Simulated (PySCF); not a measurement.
Gas-phase reaction: 2 AsH2 + H2O = 2 AsH3 + O

Computed with PySCF and rigid-rotor harmonic-oscillator thermochemistry at 1 bar. † marks an energy on the PBE0/def2-TZVP geometry and frequencies; other levels use their own. 6-31G* has spherical d functions here. Open shells (unrestricted): AsH2 (multiplicity 2), O (multiplicity 3); the rest are closed-shell singlets. Spin-orbit splitting is ignored; it lowers the true energy and changes the entropy of O. As: all electrons, no relativistic terms. AsH2: computed as isolated molecules; such fragments, hydroxides, amides, oligomers or adducts are transient or little studied in the gas.

ωB97M-V/def2-TZVP† gives ΔH°(298 K) = 289 kJ.

Q: What do PBE/def2-TZVP†, HF/6-31G*, PBE0/def2-SVP† give?

A: PBE/def2-TZVP†: 309 kJ; HF/6-31G*: 130 kJ; PBE0/def2-SVP†: 268 kJ. For scale, ΔH°(298 K) is 289 kJ at this level, 275 kJ at ωB97X-V/def2-TZVP†, and runs from 130 to 347 kJ over the 19 levels computed.
